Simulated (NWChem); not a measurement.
Molecule: C2H6O2Si, singlet; SMILES CO[Si]OC

```xyz
11

Si     1.0121    -0.0241     0.0000
O     -0.3955    -0.9409     0.0000
C     -0.4558    -2.3403     0.0000
H      0.5461    -2.8099     0.0000
H     -0.9985    -2.6964     0.8911
H     -0.9985    -2.6964    -0.8911
O      0.3634     1.4994     0.0000
C     -0.9625     1.9657     0.0000
H     -1.1326     2.5918     0.8909
H     -1.1326     2.5918    -0.8909
H     -1.6875     1.1369     0.0000
```
Atoms are numbered in this order, from 1.

Program: NWChem. Medium grid unless said otherwise, to which SCAN and Minnesota functionals are sensitive. Low-valent species are run as closed-shell singlets; no triplet was tried in these runs. The geometry was optimised at PBE0/def2-SVP. Hybrids' shares of exact exchange are those that their runs print; pure functionals count as 0. The functionals differ in more than this share.

| row | share of exact exchange | orbital gap (eV) |
|---|---|---|
| PBE/def2-SVP | 0.00 | 4.02 |
| LDA (Slater exchange, VWN5)/def2-SVP | 0.00 | 3.99 |
| TPSSh/def2-SVP | 0.10 | 4.97 |
| B3LYP/def2-SVP | 0.20 | 5.64 |
| M06-2X/def2-SVP | 0.54 | withheld |

### Question
Fit a straight line of the last column on the one before it, predict the withheld value, and compare with the run.

### Answer

1. Means of the 4 shown rows: x = 0.075, y = 4.655. Slope Σ(x − x̄)(y − ȳ)/Σ(x − x̄)² = 0.2285/0.02750 = 8.309; intercept 4.032.
2. The shown rows scatter about the line by 0.064 (root mean square); the largest residual is +0.11, at TPSSh/def2-SVP.
3. At x = 0.54 (M06-2X/def2-SVP; beyond the shown range) the line gives 8.52.
4. The run gives 7.96, -0.56 from the line, 8.8 times the scatter.
